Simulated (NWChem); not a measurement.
System: CHF, singlet; SMILES [CH]F

```xyz
3

C      0.1339     0.7036     0.0000
F      0.0160    -0.5856     0.0000
H     -0.9473     1.0488     0.0000
```
Atoms are numbered in this order, from 1.

Low-valent species are run as closed-shell singlets; no triplet was tried in these runs. The geometry was optimised at PBE0/def2-SVP.

Symmetry labels are those of Cs in the frame above (b1 and b2, or b-type labels, depend on it).

List the 4 lowest vertical singlet excitations from CAM-B3LYP/def2-SVPD, TDA (NWChem).


| state | energy (eV) | oscillator strength | symmetry | leading excitation (squared amplitude) |
|---|---|---|---|---|
| S1 | 2.37 | 0.010 | a" | HOMO → LUMO (0.98) |
| S2 | 7.03 | 0.096 | a' | HOMO → LUMO+1 (0.98) |
| S3 | 8.13 | 0.026 | a' | HOMO → LUMO+2 (0.90) |
| S4 | 8.61 | 0.038 | a" | HOMO−1 → LUMO (0.95) |
